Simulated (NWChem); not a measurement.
System: CuNH₄S; SMILES [NH3]->[Cu][SH]

The following NWChem deck was run.

```
start job
memory heap 200 mb stack 900 mb global 1100 mb
geometry units angstroms noautoz
  Cu    -0.035111     0.236860    -0.000285
  S     -0.079417    -1.900708    -0.000489
  H      1.269929    -2.015019     0.000134
  N     -0.043603     2.198772    -0.000329
  H     -0.993795     2.570239    -0.048457
  H      0.464049     2.589599    -0.795561
  H      0.381307     2.589607     0.842031
end
basis spherical
  Cu library aug-pcseg-1
  S library aug-pcseg-1
  H library aug-pcseg-1
  N library aug-pcseg-1
end
dft
  xc xpbe96 cpbe96
  iterations 150
  mulliken
end
task dft energy
```

All runs use the structure optimised with PBE0/def2-SVP.

### Question
What results follow from this input? (PBE/aug-pcseg-1.) Quantities: basis functions; energy (Ha); highest occupied level (eV); orbital gap (eV); dipole (D).

### Answer
The number of basis functions is 133 and the energy (Ha) is -2095.28. The highest occupied level (eV) is -4.37. The orbital gap (eV) is 2.47. The dipole (D) is 7.98.
